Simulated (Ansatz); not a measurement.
`[TeH]C1O[SiH2]1` + `F[SiH2]CS` → `F[SiH2]C[TeH]` + `SC1O[SiH2]1`  (redistribution)

Isolated molecules relaxed with PBE0-D4/def2-TZVP in Ansatz; ΔE leaves out vibrations. CBS: MP2 limit from def2 TZ/QZ plus the TZ coupled-cluster correction, frozen cores. DFT in def2-TZVPP. B3LYP here is the variant with VWN-RPA as its local correlation; programs differ in this. Elements past krypton have def2 core potentials. For Te outer-core shells are correlated without core-valence functions, which leaves a few kJ/mol of doubt a bond. One conformer a species, not always the lowest.

`[TeH]C1O[SiH2]1`:

Z-matrix (Å, degrees):
```
C
O 1 1.466
Si 1 1.802 2 60.2
Te 1 2.126 2 117.3 3 117.0
H 1 1.088 2 112.4 3 -115.1
H 3 1.477 1 120.5 2 101.7
H 3 1.478 1 123.0 2 -99.0
H 4 1.659 1 94.5 2 -82.3
```

`F[SiH2]CS`:

Cartesian coordinates in Å:
```
F -1.525 -0.473 -1.138
Si -0.473 0.655 -0.699
C 0.842 -0.158 0.340
S 0.109 -1.022 1.758
H 0.097 1.229 -1.945
H -1.196 1.682 0.083
H 1.482 0.620 0.767
H 1.484 -0.827 -0.238
H -0.821 -1.706 1.072
```

`F[SiH2]C[TeH]`:

```xyz
9

F     0.324    0.867    1.719
Si    0.294   -0.520    0.917
C    -0.572   -0.272   -0.704
Te    0.356    1.270   -1.883
H     1.691   -0.961    0.697
H    -0.439   -1.489    1.772
H    -1.633   -0.050   -0.595
H    -0.472   -1.179   -1.306
H     0.451    2.335   -0.617
```

`SC1O[SiH2]1`:

Z-matrix (Å, degrees):
```
C
O 1 1.471
Si 1 1.812 2 59.7
S 1 1.769 2 117.1 3 -111.5
H 1 1.087 2 111.5 3 114.4
H 3 1.476 1 121.2 2 -101.5
H 3 1.478 1 121.6 2 100.3
H 4 1.347 1 97.7 2 -76.1
```

**Question.** Is it downhill or uphill in electronic energy at CCSD(T)/CBS, and by how much? (Best estimate.)

**Answer.** The calculation gave: Downhill: ΔE = -18.3 kJ/mol.

**Question.** What do these levels give: PBE, PBE0, B3LYP, HF/def2-TZVPP, SCS-MP2/def2-TZVPP, CCSD/def2-TZVPP, CCSD(T)/def2-TZVPP, MP2/def2-QZVPP, SCS-MP2/def2-QZVPP, HF/CBS(def2), MP2/CBS(def2), CCSD/CBS(def2)? (Estimate.)

**Answer.** Computed: PBE -17.1, PBE0 -18.8, B3LYP -17.4, HF/def2-TZVPP -20.4, SCS-MP2/def2-TZVPP -18.6, CCSD/def2-TZVPP -19.0, CCSD(T)/def2-TZVPP -18.6, MP2/def2-QZVPP -18.9, SCS-MP2/def2-QZVPP -18.3, HF/CBS(def2) -20.0, MP2/CBS(def2) -18.9, CCSD/CBS(def2) -18.7 kJ/mol.

Largest T1 diagnostic among the species: 0.015.
